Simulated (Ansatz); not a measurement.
`[CH3][SnH]([F])[CH2]Cl` and `C#[C][SnH]([CH3])[F]` differ in one atom or group.

Ansatz, PBE0-D4/def2-TZVP geometries, multiplicity 1. Each molecule was computed in one conformer, which needn't be the lowest.

Elements past krypton have def2 core potentials.

| property | `[CH3][SnH]([F])[CH2]Cl` |
| --- | --- |
| LUMO energy (B3LYP/def2-TZVPP) / eV | -0.68 |
| LUMO energy (PBE/def2-TZVPP) / eV | -1.32 |
| HOMO energy (ωB97M-V/def2-TZVPP) / eV | -10.10 |
| HOMO energy (PBE/def2-TZVPP) / eV | -6.62 |
| size of the dipole moment (ωB97M-V/def2-TZVPP) / D | 1.45 |
| HOMO–LUMO gap (PBE/def2-TZVPP) / eV | 5.30 |

(1) Give the same properties after the change, and the shifts. (An estimate is asked.)

Answers

(1) The calculation gave: 
```json
{"property": "LUMO energy (B3LYP/def2-TZVPP) / eV", "`C#[C][SnH]([CH3])[F]`": "-0.96", "shift": "-0.28"}
{"property": "LUMO energy (PBE/def2-TZVPP) / eV", "`C#[C][SnH]([CH3])[F]`": "-1.57", "shift": "-0.25"}
{"property": "HOMO energy (ωB97M-V/def2-TZVPP) / eV", "`C#[C][SnH]([CH3])[F]`": "-10.50", "shift": "-0.40"}
{"property": "HOMO energy (PBE/def2-TZVPP) / eV", "`C#[C][SnH]([CH3])[F]`": "-7.06", "shift": "-0.44"}
{"property": "size of the dipole moment (ωB97M-V/def2-TZVPP) / D", "`C#[C][SnH]([CH3])[F]`": "3.08", "shift": "1.63"}
{"property": "HOMO–LUMO gap (PBE/def2-TZVPP) / eV", "`C#[C][SnH]([CH3])[F]`": "5.48", "shift": "0.18"}
```

Dipoles are sizes alone; their direction can turn.

B3LYP here is the variant with VWN-RPA as its local correlation; programs differ in this.
